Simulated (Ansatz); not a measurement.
`O[SiH](F)[AlH2]` → `[F][AlH2]` + `O[SiH]` at 500 K and 1 bar (silylene formation by 1,1-elimination).

Calculated with Ansatz (gas phase, PBE0-D4/def2-TZVP geometries, no zero-point term in ΔE). CCSD(T)/CBS adds triple-zeta CCSD(T) − MP2 to the extrapolated MP2 energy (def2 sets, frozen cores). This one scheme is used for every species. Each species was taken in one conformer, which may not be the lowest.

```json
{"species": "`O[SiH](F)[AlH2]`", "CCSD(T)/CBS energy (Eh)": "-708.55508", "H − E (kJ/mol)": "147.8", "S (J/(mol·K))": "405.9"}
{"species": "`[F][AlH2]`", "CCSD(T)/CBS energy (Eh)": "-343.06661", "H − E (kJ/mol)": "62.3", "S (J/(mol·K))": "268.8"}
{"species": "`O[SiH]`", "CCSD(T)/CBS energy (Eh)": "-365.43832", "H − E (kJ/mol)": "75.8", "S (J/(mol·K))": "267.5"}
```

H − E and S are ideal-gas, rigid-rotor, harmonic terms from PBE0-D4/def2-TZVP, for one conformer and one mirror image of each species. 1 Eh = 2625.50 kJ/mol, R = 8.31446 J/(mol·K).

Task: By hand: ΔE, ΔH, ΔS and ΔG.

Result: ΔE = (-343.06661) + (-365.43832) − (-708.55508) = 0.05015 Eh = 131.7 kJ/mol. Δ(H − E) = 62.3 + 75.8 − 147.8 = -9.7, so ΔH = 122.0 kJ/mol. ΔS = 268.8 + 267.5 − 405.9 = 130.4 J/(mol·K). ΔG = 122.0 − 500 × (130.4)/1000 = 56.8 kJ/mol.

Task: By hand: the equilibrium constant, and the temperature at which ΔG would vanish if ΔH and ΔS stayed fixed.

Result: log₁₀ K = −ΔG/(RT ln 10) = -5.9. ΔG = 0 at ΔH/ΔS = 936 K.

The number of gas molecules changes by +1, which sets the sign of ΔS. A doubt of 5 kJ/mol in ΔE shifts log₁₀ K by 0.5 here. Other conformers and mirror images would add mixing entropy, several J/(mol·K) or more a flexible species. Modes under 60 cm⁻¹, often nearly free rotors, make the harmonic entropy too high. These are equilibria of isolated gas molecules and say nothing of rates. Largest T1 diagnostic: 0.016 (customary marks: 0.02 for closed shells, 0.045 for open ones).
